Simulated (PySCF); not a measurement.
**Deuteron quadrupole couplings in `Cc1ccc2c(c1)C(F)=CC2`**

C10H9F.
Structure used (GFN2-xTB), in Å, numbered top down from 1:
```
atom  x, y, z in Å
C1     3.160   -0.128   -0.363
C2     1.702    0.031   -0.052
C3     1.290    0.861    0.987
C4    -0.052    1.044    1.291
C5    -0.996    0.381    0.536
C6    -0.589   -0.454   -0.515
C7     0.750   -0.635   -0.816
C8    -1.795   -0.995   -1.109
F9    -1.769   -1.840   -2.152
C10   -2.890   -0.544   -0.489
C11   -2.493    0.377    0.623
H12    3.763   -0.031    0.537
H13    3.477    0.644   -1.065
H14    3.355   -1.096   -0.816
H15    2.038    1.377    1.572
H16   -0.345    1.693    2.103
H17    1.050   -1.281   -1.627
H18   -3.910   -0.785   -0.724
H19   -2.910    1.377    0.485
H20   -2.843    0.013    1.591
```

Level: PBE0/pcSseg-1 (PySCF, non-relativistic); Q(2H) = 0.00286 b; rigid geometry, the same for H and D, with no vibrational averaging.

Problem. Rank these positions by the coupling χzz of a deuteron there, largest first.
A. H14 (methyl hydrogen)
B. H18 (vinylic hydrogen)
C. H19 (methylene hydrogen)
D. H16 (aromatic hydrogen)

Solution. B (231 kHz), D (220 kHz), A (211 kHz), C (205 kHz).

Problem. Tabulate Vzz, the asymmetry η and χzz = 234.96 MHz × Q × Vzz for every hydrogen position.

Solution. 
| atom | bonded to | bond length (Å) | Vzz (au) | η | χzz (kHz) |
| --- | --- | --- | --- | --- | --- |
| H12 | C1 | 1.087 | 0.3142 | 0.03 | 211 |
| H13 | C1 | 1.091 | 0.3096 | 0.01 | 208 |
| H14 | C1 | 1.087 | 0.3139 | 0.03 | 211 |
| H15 | C3 | 1.081 | 0.3259 | 0.08 | 219 |
| H16 | C4 | 1.080 | 0.3269 | 0.06 | 220 |
| H17 | C7 | 1.080 | 0.3260 | 0.07 | 219 |
| H18 | C10 | 1.073 | 0.3443 | 0.06 | 231 |
| H19 | C11 | 1.093 | 0.3057 | 0.02 | 205 |
| H20 | C11 | 1.093 | 0.3056 | 0.02 | 205 |

Problem. How does χzz go with the bond length over the 9 C–H bonds?

Solution. A straight-line fit has a slope of -12.7 kHz for each 0.01 Å, with a correlation coefficient of -0.99, over lengths from 1.073 to 1.093 Å. The longer bonds have the smaller couplings here.

Problem. Give the 2H NMR doublet splittings at H15 for a magnetic field along the z, y and x axes of the gradient: 3χ/2, 3χ(1 + η)/4, 3χ(1 − η)/4.

Solution. With |χ| = 219.0 kHz and η = 0.076: 329, 177 and 152 kHz, to first order and without motion.

Isolated species at its GFN2-xTB geometry, gas phase. GFN2-xTB bond lengths can be off by several hundredths of an ångström, more for odd bonds, and the gradients follow them. With so small a basis the couplings can be 20 % off.
